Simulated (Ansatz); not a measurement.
System: sum formula AlHBr2, charge 0, multiplicity 1. 
Coordinates optimised at B3LYP-D3(BJ)/def2-TZVP (Ansatz, a first-principles code):
```
Al
H 1 1.5591
Br 1 2.2509 2 120.73
Br 1 2.2509 2 120.73 3 180.00
```

Quantity: vertical ionisation energy (to the doublet state of charge +1; each state is the SCF solution reached for its spin), in eV. Cores are frozen in the correlated levels unless marked. Open shells are spin-unrestricted. Spin-orbit coupling is left out. Frozen are the shells of the preceding noble gas and the d and f shells that filled before the atom's block. Non-relativistic. Basis-set limits of correlation are two-point, X^-3; Hartree-Fock from the larger set.

```csv
level,program,vertical ionisation energy (eV)
PBE/def2-TZVPD,Ansatz,10.35
B3LYP/def2-TZVPD,Ansatz,10.64
BHLYP/def2-TZVPD,Ansatz,10.90
wB97M-V/def2-TZVPD,Ansatz,11.04
wB97X-V/def2-TZVPD,Ansatz,11.11
RI-MP2/def2-TZVPPD,Ansatz,11.22
RI-MP2/def2-QZVPPD,Ansatz,11.32
SCS-MP2/def2-SVPD,Ansatz,11.09
CCSD/def2-TZVPPD,Ansatz,11.03
"CCSD(T)/CBS(def2-TZVPPD,def2-QZVPPD)",Ansatz,11.27
```
